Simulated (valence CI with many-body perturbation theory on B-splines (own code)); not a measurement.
Zn⁹⁺: E2, M1 decay

Computed by relativistic CI+MBPT: three valence electrons over a frozen Dirac-Fock core [Ar], a basis of 7 s, 7 p, 8 d, 6 f, 4 g, 1 h functions for each j, with the one-electron correlation potential Σ1 (screened to all orders), the two-electron term Σ2, the three-electron term Σ3, Breit, model QED; selected single and double excitations, second order for the rest, scaled by the run's own slope (own B-spline code, finite nucleus).

No measured levels were compared; by estimate terms of the open shell hold to 2 to 4 % of their energy, and close levels can change places. Excitations out of the core, of the other parity, are not computed and may begin above about 57 eV (a cautious bound); beyond it only levels of the ground parity were kept, without lifetimes.

Lines 1 to 50 of 120 in falling wavelength, among levels below 56.96 eV, chosen from the decays that carry over 1 % of a level's rate. Wavelengths and rates use the calculated energies, so an error of 2000 cm⁻¹ moves a line at 1499 nm by 30 % and its rate by three times that or more. Electric multipoles are in the length gauge, E1 and E2 with the static RPA response of the core. Weak lines are less certain than strong ones. Lines between different terms over intervals too small for the method are left out, as are lines whose strength nearly cancels. Intervals below about 2000 cm⁻¹, as at the head of this list, are uncertain by tens of per cent. Branching is blank where the lifetime is uncertain.

Names give the largest LS component (configuration and term), which can be under half, so a name can repeat, a term be missing and a line seem to break the LS rules; names also repeat where a configuration has a term twice. Letters in brackets count levels of one name in rising energy.

| λ vac (nm) | Upper | Lower | Type | A (s⁻¹) | Branch % |
| --- | --- | --- | --- | --- | --- |
| 6230 | 3d3 4F_5/2 | 3d3 4F_3/2 | M1 | 1.78e-01 | 100.0 |
| 4924 | 3d3 4F_7/2 | 3d3 4F_5/2 | M1 | 3.62e-01 | 100.0 |
| 4309 | 3d3 4F_9/2 | 3d3 4F_7/2 | M1 | 3.37e-01 | 100.0 |
| 4139 | 3d3 4P_5/2 | 3d3 4P_3/2 | M1 | 2.10e-01 | 46.0 |
| 1844 | 3d3 2D_5/2 [a] | 3d3 2D_3/2 [a] | M1 | 9.69e-01 | 6.0 |
| 1838 | 3d3 2P_3/2 | 3d3 2P_1/2 | M1 | 8.03e-01 | 4.8 |
| 1499 | 3d3 2P_3/2 | 3d3 2D_3/2 [a] | M1 | 2.34e+00 | 13.9 |
| 1208 | 3d3 2D_3/2 [a] | 3d3 4P_5/2 | M1 | 6.58e-01 | 3.7 |
| 984.5 | 3d3 2H_9/2 | 3d3 2G_9/2 | M1 | 2.37e+00 | 49.3 |
| 935.1 | 3d3 2D_3/2 [a] | 3d3 4P_3/2 | M1 | 2.68e+00 | 14.9 |
| 914.0 | 3d3 2D_3/2 [a] | 3d3 4P_1/2 | M1 | 1.10e+00 | 6.1 |
| 902.9 | 3d3 2H_11/2 | 3d3 2G_9/2 | M1 | 1.49e+00 | 96.3 |
| 843.4 | 3d3 2H_9/2 | 3d3 2G_7/2 | M1 | 1.80e+00 | 37.3 |
| 821.4 | 3d3 2P_1/2 | 3d3 4P_1/2 | M1 | 4.80e+00 | 97.8 |
| 729.9 | 3d3 2D_5/2 [a] | 3d3 4P_5/2 | M1 | 7.34e-01 | 4.5 |
| 668.8 | 3d3 2P_3/2 | 3d3 4P_5/2 | M1 | 2.62e+00 | 15.5 |
| 567.7 | 3d3 2P_3/2 | 3d3 4P_1/2 | M1 | 2.43e-01 | 1.4 |
| 416.2 | 3d3 2F_7/2 | 3d3 2D_5/2 [a] | M1 | 1.13e-01 | 1.2 |
| 399.8 | 3d3 2F_5/2 | 3d3 2D_5/2 [a] | M1 | 3.25e-01 | 5.1 |
| 397.6 | 3d3 2G_7/2 | 3d3 4F_9/2 | M1 | 1.22e-01 | 1.9 |
| 395.5 | 3d3 4P_3/2 | 3d3 4F_7/2 | E2 | 4.58e-02 | 9.2 |
| 394.1 | 3d3 4P_5/2 | 3d3 4F_9/2 | E2 | 6.96e-02 | 15.2 |
| 372.4 | 3d3 2G_9/2 | 3d3 4F_9/2 | M1 | 6.75e+00 | 68.6 |
| 369.5 | 3d3 4P_1/2 | 3d3 4F_5/2 | E2 | 5.18e-02 | 29.5 |
| 369.3 | 3d3 2F_5/2 | 3d3 2H_9/2 | E2 | 1.12e-01 | 1.7 |
| 366.1 | 3d3 4P_3/2 | 3d3 4F_5/2 | M1 | 1.37e-01 | 27.4 |
| 366.1 | 3d3 4P_3/2 | 3d3 4F_5/2 | E2 | 4.94e-02 | 9.9 |
| 364.0 | 3d3 2G_7/2 | 3d3 4F_7/2 | M1 | 3.04e+00 | 47.9 |
| 361.0 | 3d3 4P_5/2 | 3d3 4F_7/2 | M1 | 8.05e-02 | 17.6 |
| 361.0 | 3d3 4P_5/2 | 3d3 4F_7/2 | E2 | 3.46e-02 | 7.6 |
| 348.8 | 3d3 4P_1/2 | 3d3 4F_3/2 | E2 | 1.07e-01 | 60.9 |
| 348.8 | 3d3 4P_1/2 | 3d3 4F_3/2 | M1 | 1.68e-02 | 9.6 |
| 345.8 | 3d3 4P_3/2 | 3d3 4F_3/2 | M1 | 2.45e-01 | 49.0 |
| 345.8 | 3d3 4P_3/2 | 3d3 4F_3/2 | E2 | 2.20e-02 | 4.4 |
| 342.8 | 3d3 2G_9/2 | 3d3 4F_7/2 | M1 | 3.04e+00 | 30.9 |
| 339.0 | 3d3 2G_7/2 | 3d3 4F_5/2 | M1 | 3.19e+00 | 50.2 |
| 336.4 | 3d3 4P_5/2 | 3d3 4F_5/2 | M1 | 4.34e-02 | 9.5 |
| 336.4 | 3d3 4P_5/2 | 3d3 4F_5/2 | E2 | 1.09e-02 | 2.4 |
| 328.6 | 3d3 2F_5/2 | 3d3 2D_3/2 [a] | M1 | 1.01e-01 | 1.6 |
| 319.1 | 3d3 4P_5/2 | 3d3 4F_3/2 | M1 | 6.32e-03 | 1.4 |
| 275.8 | 3d3 2F_7/2 | 3d3 2G_9/2 | M1 | 1.13e+00 | 12.3 |
| 275.8 | 3d3 2F_7/2 | 3d3 2G_9/2 | E2 | 1.82e-01 | 2.0 |
| 270.2 | 3d3 2H_9/2 | 3d3 4F_9/2 | M1 | 3.99e-01 | 8.3 |
| 265.5 | 3d3 2D_5/2 [b] | 3d3 2F_5/2 | M1 | 7.26e+00 | 10.8 |
| 263.7 | 3d3 2H_11/2 | 3d3 4F_9/2 | M1 | 4.73e-02 | 3.1 |
| 263.5 | 3d3 2F_7/2 | 3d3 2G_7/2 | M1 | 3.01e+00 | 32.6 |
| 263.1 | 3d3 2D_3/2 [a] | 3d3 4F_5/2 | M1 | 8.23e+00 | 45.8 |
| 259.4 | 3d3 2D_3/2 [b] | 3d3 2F_5/2 | M1 | 4.69e+00 |  |
| 259.4 | 3d3 2D_3/2 [b] | 3d3 2F_5/2 | E2 | 8.07e-01 |  |
| 258.8 | 3d3 2D_5/2 [b] | 3d3 2F_7/2 | M1 | 4.38e+00 | 6.5 |
